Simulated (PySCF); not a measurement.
C2H5BF2GeS2.
Geometry (PBE0-D3(BJ)/def2-SVP, Å), atoms numbered from 1 in this order:
```
atom  x, y, z in Å
F1    -2.119   -0.187    1.917
B2    -1.654   -1.032    1.020
F3    -2.106   -2.268    1.063
C4    -0.606   -0.577   -0.060
C5    -0.683    0.905   -0.373
S6     0.629    1.448   -1.526
Ge7    2.260    0.369   -0.471
S8     0.996   -1.018    0.751
H9    -0.704   -1.177   -0.979
H10   -0.645    1.501    0.550
H11   -1.630    1.136   -0.888
H12    3.155   -0.357   -1.490
H13    3.105    1.240    0.476
```

Level: CAM-B3LYP/def2-SVPD in PySCF, non-relativistic, on one gas-phase PBE0-D3(BJ)/def2-SVP geometry that isn't relaxed in the solvent. The solvent is an IEF-PCM continuum (Bondi radii, 1.10 Å for H, scaled by 1.2), and excitations are vertical TDDFT with non-equilibrium linear response and a frozen core. The model holds no explicit solvent molecules, cavitation or dispersion. Spin–orbit coupling is left out although an atom past zinc is present.

Gas-phase singlets (H = HOMO, L = LUMO):

```csv
state,E (eV),λ (nm),f,leading configurations
S1,5.159,240,0.003,"H→L+1 42%, H-1→L+1 34%"
S2,5.186,239,0.003,"H→L+1 42%, H-1→L+1 39%"
S3,5.277,235,0.012,"H-1→L 63%, H→L 19%, H-1→L+1 12%"
S4,5.688,218,0.006,"H→L 54%, H-1→L 18%, H→L+2 14%"
S5,6.186,200,0.007,"H→L+2 56%, H→L 20%"
```

Give the list for acetone (ε = 20.49), n² = 1.85.

```json
{"state": "S1", "E (eV)": "5.218", "λ (nm)": "238", "f": "0.008", "leading configurations": "H→L+1 62%, H-1→L+1 20%", "change by rank (eV)": "+0.059"}
{"state": "S2", "E (eV)": "5.262", "λ (nm)": "236", "f": "0.002", "leading configurations": "H-1→L+1 63%, H→L+1 18%", "change by rank (eV)": "+0.076"}
{"state": "S3", "E (eV)": "5.363", "λ (nm)": "231", "f": "0.015", "leading configurations": "H-1→L 69%, H→L 25%", "change by rank (eV)": "+0.086"}
{"state": "S4", "E (eV)": "5.813", "λ (nm)": "213", "f": "0.009", "leading configurations": "H→L 48%, H-1→L 21%, H→L+3 10%", "change by rank (eV)": "+0.125"}
{"state": "S5", "E (eV)": "6.297", "λ (nm)": "197", "f": "0.013", "leading configurations": "H→L+2 49%, H→L 17%, H→L+3 13%", "change by rank (eV)": "+0.111"}
```

The ground-state energy changes by -0.202 eV from gas to acetone. By how much does the total energy of gas-phase S3 change?

E(S3) = E(S0) + excitation energy, so it changes by -0.202 + 0.086 = -0.116 eV: it is lowered less than the ground state, which is what a blue shift means. This is the vertical state, with the slow part of the continuum still set for S0.

How do the frontier levels move from gas to acetone?

```json
{"orbital": "LUMO+2", "gas (eV)": "0.56", "solvent (eV)": "0.81", "change (eV)": "+0.25"}
{"orbital": "LUMO+1", "gas (eV)": "0.08", "solvent (eV)": "0.27", "change (eV)": "+0.19"}
{"orbital": "LUMO", "gas (eV)": "-0.01", "solvent (eV)": "0.21", "change (eV)": "+0.22"}
{"orbital": "HOMO", "gas (eV)": "-8.56", "solvent (eV)": "-8.43", "change (eV)": "+0.13"}
{"orbital": "HOMO-1", "gas (eV)": "-8.65", "solvent (eV)": "-8.55", "change (eV)": "+0.10"}
{"orbital": "HOMO-2", "gas (eV)": "-10.06", "solvent (eV)": "-9.95", "change (eV)": "+0.11"}
{"orbital": "HOMO-3", "gas (eV)": "-10.63", "solvent (eV)": "-10.45", "change (eV)": "+0.18"}
```

The HOMO–LUMO gap goes from 8.55 to 8.64 eV.
